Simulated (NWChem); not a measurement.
System: Sn, triplet

The following NWChem deck was run.

```
start job
memory heap 200 mb stack 900 mb global 1100 mb
geometry units angstroms noautoz
  Sn     0.000000     0.000000     0.000000
end
basis spherical
  Sn library def2-svp
end
ecp
  Sn library def2-ecp
end
dft
  odft
  mult 3
  xc xpbe96 cpbe96
  iterations 150
  mulliken
end
task dft energy
```

The open p shell is one determinant without spherical averaging. No stability test was run on the SCF state. def2 effective core potentials on Sn; no spin-orbit coupling.

**Question.** What results follow from this input? (PBE/def2-SVP with def2 effective core potentials on Sn, spin-unrestricted.) Quantities: energy (Ha); highest occupied level (eV); lowest empty minus highest occupied level, either spin (eV); <S²>.

**Answer.** 
| Property | Result |
|---|---|
| energy (Ha) | -214.24 |
| highest occupied level (eV) | -4.04 |
| lowest empty minus highest occupied level, either spin (eV) | 0.07 |
| <S²> | 2.00 |
